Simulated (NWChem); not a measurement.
# CH$_{4}$MgSe; SMILES [CH3][Mg][SeH]

```xyz
7

Mg     0.1371    -1.1630     0.0095
C      0.3894    -3.2346     0.0282
H     -0.3182    -3.7379    -0.6523
H      0.2307    -3.6576     1.0346
H      1.4057    -3.5230    -0.2902
Se    -0.1239     1.2689    -0.0060
H     -1.5660     1.1074    -0.2666
```
Atoms are numbered in this order, from 1.

Program: NWChem. Pople sets run with spherical d functions. All runs use the structure optimised with PBE0/def2-SVP. GIAO values for the isolated, static molecule; σ is the absolute isotropic shielding, δ = σ(reference) − σ with the isolated reference molecule computed at the same levels (13C: tetramethylsilane, 1H: tetramethylsilane). Spin-orbit effects, on the heavy nuclei and on their neighbours, are missing.

```
level                σ Mg1 (ppm)  δ C2 (ppm)  δ H3 (rotor mean) (ppm)  σ Se6 (ppm)  δ H7 (ppm)
-------------------  -----------  ----------  -----------------------  -----------  ----------
Hartree-Fock/6-31G*        495.6       -14.8                    -0.80       2498.1       -0.88
PBE0/pcSseg-1              423.4           …                    -0.72       2412.8           …
B3LYP/6-311G**             422.0       -19.7                    -0.69       2290.0       -1.13
BHandHLYP/pcSseg-1         425.8       -21.8                    -0.73       2424.9       -1.38
```

Problem. Some entries are withheld; supply them.

Solution. 
- PBE0/pcSseg-1, δ C2 (ppm): -21.3
- PBE0/pcSseg-1, δ H7 (ppm): -1.26
